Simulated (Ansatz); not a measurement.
SeOCl2 (SeCl2O), relaxed as a singlet with RKS B3LYP-D4/def2-SVP in Ansatz, starting from the GFN2-xTB geometry. Force threshold 0.02 eV/Å.

Start:

```
atom    x (Å)    y (Å)    z (Å)
 Se1  -0.4584   0.4990   0.0922
  O2  -0.1061   0.0913   1.5612
 Cl3   1.4939   0.8147  -0.8092
 Cl4  -0.9294  -1.4050  -0.8441
```

```csv
step,energy (eV),largest force component (eV/Å),SCF passes
1,-92425.1681,2.387,27
2,-92425.3022,1.013,32
3 (rejected),-92425.1097,2.791,32
4,-92425.3396,0.184,33
5,-92425.3413,0.024,29
6,-92425.3414,0.016,25
```

Force components are those of the run's own axes.

End:

| atom | x (Å) | y (Å) | z (Å) |
| --- | --- | --- | --- |
| Se1 | -0.448 | 0.487 | 0.128 |
| O2 | -0.137 | 0.123 | 1.658 |
| Cl3 | 1.543 | 0.840 | -0.875 |
| Cl4 | -0.958 | -1.451 | -0.911 |

By distances, no bond broke or formed. The bond that changes most is Se1–Cl3, from 2.17 to 2.26 Å (atoms count from 1).

No frequencies were taken in this run, so the end may be a saddle point.

It took 19 s on 4 threads of Intel Xeon on a shared host.
